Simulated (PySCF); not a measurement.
C₂H₄NO, SMILES CC([NH])=O, multiplicity 2. Atoms are numbered in the order given.

```xyz
8

C     -1.3379    -0.3629     0.1851
C      0.0865     0.0588    -0.0673
N      1.0577    -0.6013     0.6703
O      0.4013     0.9921    -0.7933
H     -2.0146     0.1927    -0.4762
H     -1.4458    -1.4458     0.0178
H     -1.5947    -0.1687     1.2378
H      1.9492    -0.4808     0.1675
```
Charge 0, spin multiplicity 2.

The structure is a stationary point at ωB97X-D3(BJ)/def2-SVP. The isomer is the one that the SMILES or the coordinates give; other isomers of the formula were not compared. The values are those of a single conformer.

Level of theory: ωB97X-D3(BJ)/def2-SVP (PySCF 2.14.0).

No scaling factor is applied to the harmonic values.

List the normal modes with their intensities. (Estimate from the structure and the level; the computed values follow.)


| mode | ν (cm⁻¹) | IR (km/mol) | moving atoms (share of kinetic energy) |
|---|---|---|---|
| 1 | 90 | 0.5 | H 92 % |
| 2 | 337 | 157.1 | H 87 %, N 9 % |
| 3 | 411 | 7.9 | N 30 %, H 29 %, C 26 %, O 15 % |
| 4 | 517 | 9.9 | C 39 %, O 22 %, H 22 %, N 16 % |
| 5 | 567 | 39.8 | C 32 %, H 31 %, O 26 %, N 11 % |
| 6 | 860 | 1.1 | C 40 %, N 30 %, H 19 %, O 11 % |
| 7 | 966 | 48.3 | H 62 %, C 24 %, N 10 % |
| 8 | 1021 | 8.0 | H 61 %, C 35 % |
| 9 | 1163 | 80.4 | H 59 %, C 22 %, N 16 % |
| 10 | 1311 | 17.3 | C 47 %, H 44 % |
| 11 | 1402 | 46.5 | H 56 %, C 41 % |
| 12 | 1446 | 19.1 | H 95 % |
| 13 | 1456 | 9.2 | H 95 % |
| 14 | 1698 | 110.6 | C 61 %, O 35 % |
| 15 | 3083 | 0.5 | H 97 % |
| 16 | 3176 | 1.6 | H 91 %, C 9 % |
| 17 | 3214 | 1.4 | H 90 %, C 10 % |
| 18 | 3481 | 7.8 | H 93 % |
